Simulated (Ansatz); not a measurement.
## Ligand exchange: In(CH3)(OH)2 + Si(CH3)3(OH) → In(OH)3 + Si(CH3)4

Species: In(CH3)(OH)2, singlet; Si(CH3)3(OH) (trimethylsilanol), singlet; In(OH)3, singlet; Si(CH3)4 (tetramethylsilane), singlet. The partners trade CH3 for OH: In–CH3 and Si–OH bonds give way to In–OH and Si–CH3.

Shapes, held fixed at every level: PBE0-D4/def2-TZVP. Flexible molecules stand in one conformer, not always the lowest. Programs: Ansatz 0.2.0. Electronic energies: no zero-point or thermal term.

```json
{"level": "HF/def2-TZVPP", "kind": "Hartree–Fock", "ΔE (kJ/mol)": "+80.5", "less CCSD(T)/def2-TZVPP": "+5.8"}
{"level": "SPW92/def2-TZVPP", "kind": "LDA", "ΔE (kJ/mol)": "+78.8", "less CCSD(T)/def2-TZVPP": "+4.1"}
{"level": "PBE-D4/def2-TZVPP", "kind": "GGA", "ΔE (kJ/mol)": "+66.8", "less CCSD(T)/def2-TZVPP": "-7.9"}
{"level": "B3LYP-D4/def2-TZVPP", "kind": "global hybrid", "ΔE (kJ/mol)": "+74.3", "less CCSD(T)/def2-TZVPP": "-0.4"}
{"level": "wB97M-V/def2-TZVPP", "kind": "range-separated hybrid", "ΔE (kJ/mol)": "+75.6", "less CCSD(T)/def2-TZVPP": "+0.9"}
{"level": "MP2/def2-SVP", "kind": "perturbation theory", "ΔE (kJ/mol)": "+55.8", "less CCSD(T)/def2-TZVPP": "-18.9"}
{"level": "CCSD(T)/def2-TZVPP", "kind": "coupled cluster or CI", "ΔE (kJ/mol)": "+74.7", "less CCSD(T)/def2-TZVPP": "0.0"}
```

The highest level, CCSD(T)/def2-TZVPP, gives ΔE = +74.7 kJ/mol; the levels span +55.8 to +80.5. The column of differences is taken from that level and isn't an error. No measured value is set beside it here. For atoms past krypton def2 sets carry core potentials with scalar relativity. Correlated rows may include outer-core shells of In, which these sets cover unevenly.
